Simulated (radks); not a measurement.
Numerical settings for the gadolinium ion Gd2+, [Xe] 4f7 5d1. Calculated with a radial shooting solver on a logarithmic mesh with Libxc functionals: scalar-relativistic Kohn-Sham, LDA (Slater exchange, Perdew-Wang correlation), spin-polarised, spherical densities, point nucleus; open shells are filled with parallel spins first (spin-orbit coupling, left out, can overturn this in heavy ions). The defaults (mesh step 0.008 in ln r, mesh end at 40 bohr or more with all orbitals vanishing there, Anderson mixing 0.5 over 9 steps, residual threshold near 1e-9 with the energy settled to 1e-9 hartree or 1e-11 of itself, here a cap of 94 iterations) give E = -11263.2112 hartree and 5d at -15.963 eV in 15 iterations. Run on one thread of a shared host, so times are rough (Arm Neoverse V1): 0.3 s of CPU time, 0.3 s wall, 15 iterations on 2541 mesh points. Changes against that run (0 stands for a change within the tolerance of the run):

setting,iterations,converged,E (mhartree),e(5d) (meV),CPU (s)
mesh step in ln r 0.2,4,no,diverged,-,0.01
mesh step in ln r 0.05,15,yes,+0.115,-0.0041,0.07
mesh step in ln r 0.005,15,yes,0,0,0.47
mesh end (bohr) 1,13,level above zero,+2.47e+05,+7.87e+05,0.2
mesh end (bohr) 3,14,yes,+778,+1.22e+04,0.26
residual threshold 0.1,11,yes,0,-0.0603,0.25
residual threshold 1e-05,11,yes,0,-0.0603,0.25
mixing 2.5,17,yes,0,0,0.32
"linear mixing, mixing 0.5",30,yes,0,0,0.47
"linear mixing, mixing 1",94,no,+3.07e+05,+1.2e+04,4.3
mixing history 2,22,yes,0,0,0.38
iteration cap 2,2,no,+1.04e+03,-1.32e+04,0.06

Settled on a wrong energy, with an occupied level pushed above zero by the early mesh end: mesh end (bohr) 1 (+247 hartree). Apart from these: settings that end as converged yet miss the energy by more than 1 mhartree: mesh end (bohr) 3 (+0.778 hartree). A mesh that ends early acts as a hard wall.
